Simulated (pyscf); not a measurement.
**`[SiH][PH2]`, singlet**

Gas-phase minimum from PySCF at ωB97X-D3(BJ)/def2-SVP, one conformer. :HSi–PH₂ [singlet] lies 11.4 kcal/mol over its isomer H₂Si=PH, and others may lie lower still (electronic energy, ωB97M-D3(BJ)). 

```xyz
5

Si     1.2035     0.8089     0.7075
P      0.2134     0.4529    -1.2339
H     -0.1450     1.1396     1.3400
H     -0.9612    -0.2994    -0.9892
H      1.0071    -0.5171    -1.8927
```

Bonds (Å): Si1–P2 2.208, Si1–H3 1.526, P2–H4 1.416, P2–H5 1.416. Bond angles (°): P2–Si1–H3 90.2, Si1–P2–H4 107.8, Si1–P2–H5 105.6, H4–P2–H5 100.5.

Properties at ωB97X-D3(BJ)/def2-SVP:

```yaml
harmonic_wavenumbers_unscaled: 283, 479, 530, 545, 838, 1111, 2093, 2490, 2510 cm⁻¹
zero_point_energy: 15.6 kcal/mol
rotational_symmetry_number: 1
Entropy of this conformer at 298 K and 1 atm, rigid rotor and harmonic oscillator, modes under 100 cm⁻¹ raised to 100: 267.7 J/(mol K)
dipole_moment: 1.13 D
```

Single-point totals, which compare only within one level (frozen core for MP2 and CC):

| level | total energy (hartree) |
|---|---|
| ωB97X-D3(BJ)/def2-TZVP | -632.64681 |
| PBE/def2-TZVP | -632.29531 |
| r²SCAN/def2-TZVP | -632.54734 |
| B3LYP-D3(BJ)/def2-TZVP | -632.65755 |
| PBE0-D3(BJ)/def2-TZVP | -632.35426 |
| M06-2X/def2-TZVP | -632.55841 |
| ωB97M-D3(BJ)/def2-TZVP | -632.69189 |
| HF/def2-TZVPP | -631.37781 |
| MP2/def2-TZVPP | -631.64090 |
| CCSD/def2-TZVPP | -631.68239 |
| CCSD(T)/def2-TZVPP | -631.69613 |

The CCSD(T) − MP2 part came from Ansatz, without density fitting, on the same reference.
